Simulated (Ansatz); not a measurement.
Program: Ansatz. Geometries: PBE0-D4/def2-TZVP. ΔE: electronic, gas phase. CBS: MP2 limit from def2 TZ/QZ plus the TZ coupled-cluster correction, frozen cores. This one scheme is used for every species. DFT in def2-TZVPP. For Ge outer-core shells are correlated without core-valence functions, which leaves a few kJ/mol of doubt a bond. Scalar relativity is left out up to krypton. Each species was taken in one conformer, which may not be the lowest.

`FB[O][GeH3]` + `NCS` → `SC[NH][GeH3]` + `OBF`  (ligand exchange at a Ge–O bond)

Problem. Is it downhill or uphill in electronic energy at CCSD(T)/CBS, and by how much? (Best estimate.)

Solution. Ansatz gave: Uphill: ΔE = +12.1 kJ/mol.

Problem. What do these levels give: r2SCAN-D4, ωB97X-V, PBE, PBE0, MP2/def2-QZVPP, CCSD/CBS(def2)? (Best estimate.)

Solution. Ansatz gave: r2SCAN-D4 12.5, ωB97X-V 16.8, PBE 11.1, PBE0 13.7, MP2/def2-QZVPP 10.9, CCSD/CBS(def2) 14.8 kJ/mol.

Largest T1 diagnostic among the species: 0.013.

The D4 term adds −6.5 kJ/mol with B3LYP and −3.6 kJ/mol with PBE0; it sums over pairs of atoms, weighted by their polarisabilities, and B3LYP, whose exchange is more repulsive, gets the larger term. In def2-TZVPP, CCSD(T) changes the Hartree–Fock value by −16.6 kJ/mol (the triples alone add −2.7 kJ/mol) and MP2 by −19.0 kJ/mol.

B3LYP here is the variant with VWN-RPA as its local correlation; programs differ in this.
